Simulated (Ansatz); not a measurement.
Ba₂Se₃⁻, relaxed as a doublet with UKS PBE-D4/def2-SVPD in Ansatz, starting from the GFN2-xTB geometry. Force threshold 0.02 eV/Å.

In the def2 sets Ba takes a core potential; there is no spin–orbit coupling. The structure comes from a short search, and lower isomers may exist.

Start:

```xyz
5

Ba    0.602   -0.415   -1.526
Ba   -0.855    2.265    3.177
Se    0.865   -4.188   -0.897
Se    1.549    1.475    0.370
Se   -2.161    0.863   -1.124
```

| step | energy (eV) | largest force component (eV/Å) | SCF passes |
| --- | --- | --- | --- |
| 1 | -197387.0853 | 1.471 | 106 |
| 2 | -197387.6444 | 1.655 | 75 |
| 3 | -197388.2436 | 1.944 | 80 |
| 4 | -197388.8672 | 2.176 | 73 |
| 5 | -197389.5304 | 1.984 | 52 |
| 6 | -197390.0788 | 1.098 | 41 |
| 7 | -197390.4832 | 1.038 | 40 |
| 8 | -197390.8131 | 0.576 | 45 |
| 9 | -197390.9011 | 0.163 | 39 |
| 10 | -197390.9370 | 0.135 | 41 |
| 11 | -197390.9652 | 0.063 | 39 |
| 12 | -197390.9736 | 0.185 | 40 |
| 13 | -197390.9864 | 0.061 | 40 |
| 14 | -197390.9922 | 0.014 | 36 |
| 15 | -197390.9925 | 0.054 | 37 |
| 16 | -197390.9929 | 0.014 | 37 |

Force components are those of the run's own axes.

End:

```csv
atom,x (Å),y (Å),z (Å)
Ba1,0.282,-0.961,-0.462
Ba2,-0.791,2.707,1.283
Se3,1.082,-3.734,-1.730
Se4,1.754,1.283,1.106
Se5,-2.327,0.706,-0.196
```

Bonds formed: Ba2–Se5 (atoms count from 1). Metal–metal contacts that move far: Ba1–Ba2 5.61 to 4.20 Å.

The force fell under the threshold at step 14, but the optimiser went on. No frequencies were taken in this run, so the end may be a saddle point.

Hardware: 4 threads of AMD EPYC on a shared host. Wall time 9.2 min.
